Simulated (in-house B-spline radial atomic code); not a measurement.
A fraction x of an electron is moved 4p → 5d in Te II (Te+), starting from [Kr] 4d10 5s2 5p3 and keeping the highest spin. Level of theory: non-relativistic BHandHLYP, spin-polarised, spherical fractional occupations, point nucleus; calculated with a B-spline radial code for spherical atoms.

Caution: exact exchange at fractional occupations of open shells leaves self-interaction of up to several eV.

```json
{"x": "0", "E(x) - E(0) (eV)": "0.0000", "4p down level (eV)": "-132.183", "5d up level (eV)": "-"}
{"x": "0.125", "E(x) - E(0) (eV)": "16.1921", "4p down level (eV)": "-133.029", "5d up level (eV)": "-3.202"}
{"x": "0.25", "E(x) - E(0) (eV)": "32.4560", "4p down level (eV)": "-133.842", "5d up level (eV)": "-3.450"}
{"x": "0.375", "E(x) - E(0) (eV)": "48.7892", "4p down level (eV)": "-134.626", "5d up level (eV)": "-3.691"}
{"x": "0.5", "E(x) - E(0) (eV)": "65.1889", "4p down level (eV)": "-135.383", "5d up level (eV)": "-3.928"}
{"x": "0.625", "E(x) - E(0) (eV)": "?", "4p down level (eV)": "?", "5d up level (eV)": "?"}
{"x": "0.75", "E(x) - E(0) (eV)": "98.1765", "4p down level (eV)": "-136.826", "5d up level (eV)": "-4.395"}
{"x": "0.875", "E(x) - E(0) (eV)": "?", "4p down level (eV)": "?", "5d up level (eV)": "?"}
{"x": "1", "E(x) - E(0) (eV)": "131.3977", "4p down level (eV)": "-138.184", "5d up level (eV)": "-4.858"}
```

Q: What belongs in the row x = 0.625?

A: An energy change of 81.6522 eV; 4p down at -136.116 eV, 5d up at -4.162 eV.

Q: What belongs in the row x = 0.875?

A: An energy change of 114.7591 eV; 4p down at -137.515 eV, 5d up at -4.626 eV.

Q: Check Janak's theorem between x = 0.125 and 0.25.

A: The slope of the energy is 130.11 eV; the orbital levels give 130.11 eV (ε of the receiving orbital less ε of the emptying one, averaged over the two points).
